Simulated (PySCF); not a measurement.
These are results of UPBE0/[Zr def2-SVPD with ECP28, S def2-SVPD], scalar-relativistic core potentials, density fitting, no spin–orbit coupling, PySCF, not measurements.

```xyz
3
charge -1 multiplicity 2, angstrom
Zr    0.0000   -0.4892    0.0000
S     0.0000    0.6869    1.9351
S     0.0000    0.6869   -1.9351
```

[ZrS2]- (doublet), along the line from Zr1 (at 0) through S2 (at 2.264 Å). Core electrons replaced by a potential are absent, the electrostatic potential uses the reduced nuclear charge, and values within about 0.7 Å of such atoms have no physical meaning.

Tabulate the fields along this line at 0.79, 0.91, 1.02, 1.13, 1.25, 1.36, 1.47, 1.59, 1.70, 1.81, 1.92, 2.04, 2.15, 2.38, 2.49, 2.60, 2.72, 2.83, 2.94, 3.06, 3.17, 3.28, 3.40, 3.51, 3.62 Å.


```json
{"distance (Å)": "0.79", "electron density (e/Å³)": "1.66", "spin density (e/Å³)": "0.0657", "electron localisation function": "0.611", "electrostatic potential (V)": "32.9"}
{"distance (Å)": "0.91", "electron density (e/Å³)": "1.08", "spin density (e/Å³)": "0.0459", "electron localisation function": "0.407", "electrostatic potential (V)": "20.6"}
{"distance (Å)": "1.02", "electron density (e/Å³)": "0.827", "spin density (e/Å³)": "0.0323", "electron localisation function": "0.332", "electrostatic potential (V)": "13.3"}
{"distance (Å)": "1.13", "electron density (e/Å³)": "0.768", "spin density (e/Å³)": "0.0235", "electron localisation function": "0.429", "electrostatic potential (V)": "9.51"}
{"distance (Å)": "1.25", "electron density (e/Å³)": "0.834", "spin density (e/Å³)": "0.0176", "electron localisation function": "0.636", "electrostatic potential (V)": "8.67"}
{"distance (Å)": "1.36", "electron density (e/Å³)": "0.981", "spin density (e/Å³)": "0.0133", "electron localisation function": "0.779", "electrostatic potential (V)": "11"}
{"distance (Å)": "1.47", "electron density (e/Å³)": "1.17", "spin density (e/Å³)": "0.00992", "electron localisation function": "0.794", "electrostatic potential (V)": "17.5"}
{"distance (Å)": "1.59", "electron density (e/Å³)": "1.34", "spin density (e/Å³)": "0.00703", "electron localisation function": "0.596", "electrostatic potential (V)": "29.8"}
{"distance (Å)": "1.70", "electron density (e/Å³)": "1.53", "spin density (e/Å³)": "0.00455", "electron localisation function": "0.179", "electrostatic potential (V)": "51.1"}
{"distance (Å)": "1.81", "electron density (e/Å³)": "2.53", "spin density (e/Å³)": "0.00251", "electron localisation function": "0.0908", "electrostatic potential (V)": "87.8"}
{"distance (Å)": "1.92", "electron density (e/Å³)": "9.71", "spin density (e/Å³)": "0.000683", "electron localisation function": "0.576", "electrostatic potential (V)": "158"}
{"distance (Å)": "2.04", "electron density (e/Å³)": "46.7", "spin density (e/Å³)": "-0.00286", "electron localisation function": "0.864", "electrostatic potential (V)": "337"}
{"distance (Å)": "2.15", "electron density (e/Å³)": "158", "spin density (e/Å³)": "-0.0228", "electron localisation function": "0.377", "electrostatic potential (V)": "1090"}
{"distance (Å)": "2.38", "electron density (e/Å³)": "159", "spin density (e/Å³)": "-0.0346", "electron localisation function": "0.381", "electrostatic potential (V)": "1090"}
{"distance (Å)": "2.49", "electron density (e/Å³)": "46.9", "spin density (e/Å³)": "-0.00376", "electron localisation function": "0.865", "electrostatic potential (V)": "336"}
{"distance (Å)": "2.60", "electron density (e/Å³)": "9.69", "spin density (e/Å³)": "-0.000335", "electron localisation function": "0.571", "electrostatic potential (V)": "158"}
{"distance (Å)": "2.72", "electron density (e/Å³)": "2.5", "spin density (e/Å³)": "-0.00377", "electron localisation function": "0.0956", "electrostatic potential (V)": "87.5"}
{"distance (Å)": "2.83", "electron density (e/Å³)": "1.45", "spin density (e/Å³)": "-0.00613", "electron localisation function": "0.194", "electrostatic potential (V)": "50.5"}
{"distance (Å)": "2.94", "electron density (e/Å³)": "1.17", "spin density (e/Å³)": "-0.00663", "electron localisation function": "0.66", "electrostatic potential (V)": "28.7"}
{"distance (Å)": "3.06", "electron density (e/Å³)": "0.921", "spin density (e/Å³)": "-0.00586", "electron localisation function": "0.885", "electrostatic potential (V)": "15.3"}
{"distance (Å)": "3.17", "electron density (e/Å³)": "0.673", "spin density (e/Å³)": "-0.00461", "electron localisation function": "0.921", "electrostatic potential (V)": "7.13"}
{"distance (Å)": "3.28", "electron density (e/Å³)": "0.467", "spin density (e/Å³)": "-0.0034", "electron localisation function": "0.919", "electrostatic potential (V)": "2.11"}
{"distance (Å)": "3.40", "electron density (e/Å³)": "0.316", "spin density (e/Å³)": "-0.00244", "electron localisation function": "0.901", "electrostatic potential (V)": "-0.941"}
{"distance (Å)": "3.51", "electron density (e/Å³)": "0.212", "spin density (e/Å³)": "-0.00174", "electron localisation function": "0.867", "electrostatic potential (V)": "-2.78"}
{"distance (Å)": "3.62", "electron density (e/Å³)": "0.143", "spin density (e/Å³)": "-0.00124", "electron localisation function": "0.818", "electrostatic potential (V)": "-3.86"}
```

On a grid of 0.11 Å the density has a local minimum along the bond near 1.13 Å from Zr, at 0.77 e/Å³, where the ELF is 0.43.

With open d or f shells other occupations or spin states may lie lower. The lowest empty level of this anion is unbound, so it and the gap depend on the basis.
